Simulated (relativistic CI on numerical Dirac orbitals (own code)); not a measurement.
Hyperfine structure of Ir63+, mass number 193

Method of calculation: Dirac-Coulomb-Breit CI, KLI orbitals optimised for each configuration, model QED (radiative potential, 1s self-energy scaled to tabulated hydrogen-like ionisation energies), unscaled Slater integrals (own radial code, finite nucleus).

CI space (outside the closed core [Ne]): 3s2 3p2, 3s2 3p 3d, 3s 3p3, 3s2 3d2, 3p4, 3s 3p2 3d, 3p2 3d2, 3s 3p 3d2, 3p3 3d, 3s2 3d 4s, 3s2 3d 4p, 3s 3p 3d 4s, 3p3 4s, 3s2 3p 4s, 3s 3p 3d 4p, 3p3 4p. Levels of other configurations are missing.

Nuclear spin I = 3/2, μ = 0.163 μN, Q = 0.751 b (tables of Stone and Pyykkö). The electronic factors are computed for point nuclear moments, without core polarisation or the Bohr-Weisskopf and QED corrections.

```
          Level   E (eV)  A (MHz)  B (MHz)
   3s2 3p2 3P_1  422.728   -30550   192000
   3s2 3p2 1D_2  432.659    85280   358000
3s2 3p 3d 3F°_2  654.601    76260    79000
3s2 3p 3d 3F°_3  774.670    48140    61100
   3s2 3p2 3P_2  863.186    29630    25500
```

Levels with J = 0, under 50 % of one LS term, or S terms without an open s electron are left out. Small factors come from cancelling terms and can be off by tens of per cent or more.

At this charge energies of transitions that change n are usually good to better than 1 %, and those within a shell (Δn = 0) to a few per cent.

Give the hyperfine levels of 3s2 3p2 3P_1 relative to its centre of gravity.

With K = F(F + 1) − I(I + 1) − J(J + 1), E = AK/2 + B[¾K(K + 1) − I(I + 1)J(J + 1)]/[2I(2I − 1)J(2J − 1)]: F = 1/2: 316000, F = 3/2: -161100, F = 5/2: 2099 MHz.

LS names give the leading component of a level, which can be under half, so a name can repeat, a term be missing and a line seem to break the LS rules.
